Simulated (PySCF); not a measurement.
Compound: ethyl isobutanoate, C6H12O2.
Geometry (PBE0-D3(BJ)/def2-SVP, Å), atoms numbered from 1 in this order:
```xyz
20
C6H12O2 angstrom
C      2.989   -0.609   -0.425
C      1.874   -1.479   -0.958
O      0.656   -1.264   -0.247
C     -0.115   -0.245   -0.653
O      0.177    0.488   -1.562
C     -1.391   -0.168    0.159
C     -2.112    1.146   -0.092
C     -2.268   -1.385   -0.144
H      2.765    0.453   -0.601
H      3.130   -0.769    0.654
H      3.935   -0.847   -0.936
H      2.098   -2.547   -0.822
H      1.703   -1.282   -2.027
H     -1.081   -0.233    1.216
H     -1.480    2.007    0.166
H     -3.034    1.200    0.505
H     -2.378    1.243   -1.155
H     -2.579   -1.387   -1.201
H     -1.732   -2.323    0.060
H     -3.178   -1.364    0.474
```

Level: PBE0/pcSseg-1 in PySCF, non-relativistic, on one gas-phase PBE0-D3(BJ)/def2-SVP geometry that isn't relaxed in the solvent. The solvent is an IEF-PCM continuum (Bondi radii, 1.10 Å for H, scaled by 1.2). Specific hydrogen bonds and non-electrostatic terms are outside this model.

| run | E − E(gas) (kJ/mol) | HOMO (eV) | HOMO–LUMO gap (eV) | dipole (D) |
| --- | --- | --- | --- | --- |
| gas | 0.00 | -7.82 | 8.20 | 1.77 |
| P | -19.55 | -8.03 | 8.31 | 2.37 |
| Q | -18.67 | -8.02 | 8.30 | 2.34 |

Problem. The runs were made in acetone and dimethylsulfoxide. Which run belongs to which solvent?

Solution. P = dimethylsulfoxide, Q = acetone. The dielectric constants are 20.49 (acetone), 46.83 (dimethylsulfoxide), and the energy falls further as ε rises. In this model the ground state sees the solvent through ε alone.

Problem. How constant is the ratio of the lowering to (ε − 1)/(2ε + 1)?

Solution. 
```csv
solvent,(ε − 1)/(2ε + 1),E − E(gas) (kJ/mol),ratio (kJ/mol),polarisation term (kJ/mol)
acetone,0.464,-18.67,-40.2,-21.11
dimethylsulfoxide,0.484,-19.55,-40.4,-22.25
```

The ratio changes by +0.4 % in size from acetone to dimethylsulfoxide. The polarisation term is half the interaction of the solute with the induced surface charges.
